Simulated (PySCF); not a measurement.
**Relaxation of triplet MoSCl2**

Level of theory: PySCF, UB3LYP, basis Mo def2-SVP with ECP28, S def2-SVP, Cl def2-SVP (scalar-relativistic core potentials, no spin–orbit coupling, density fitting). A (50,194) grid was used.

A hand-made T-shaped (ligand arrangement 1) start, of Cs symmetry, held to at least that symmetry:

```xyz
4
charge 0 multiplicity 3, angstrom
Mo   -0.0707    0.0000   -0.4412
S    -2.2194    0.0000   -0.3662
Cl   -0.0707    0.0000    1.9288
Cl    2.2979    0.0000   -0.3585
```

(1) What forces act on the atoms at the start (eV/Å)?

(2) What does it relax to?

(3) How much energy is released, and in how many steps?

Answers

(1) 
```json
{"atom": "Mo1", "Fx": "-0.28", "Fy": "0.00", "Fz": "2.25"}
{"atom": "S2", "Fx": "0.52", "Fy": "0.00", "Fz": "-1.01"}
{"atom": "Cl3", "Fx": "0.22", "Fy": "0.00", "Fz": "-0.54"}
{"atom": "Cl4", "Fx": "-0.46", "Fy": "0.00", "Fz": "-0.70"}
```

(2) It ends at C2v with Mo–Cl 2.285 Å (×2), Mo–S 2.097 Å; Cl–Mo–Cl 121.8°, Cl–Mo–S 119.1° (×2) (after a last refinement on a finer grid). The frequency run here used a shortcut that can spoil soft modes, so no verdict on minimum or saddle point is given. Other isomers or separated fragments may lie lower.

(3) 133.4 kJ/mol in 12 steps.

Open d and f shells are described by one determinant, and the ground state may have another occupation or spin.

The relaxation took roughly 90 core-seconds on a shared host.
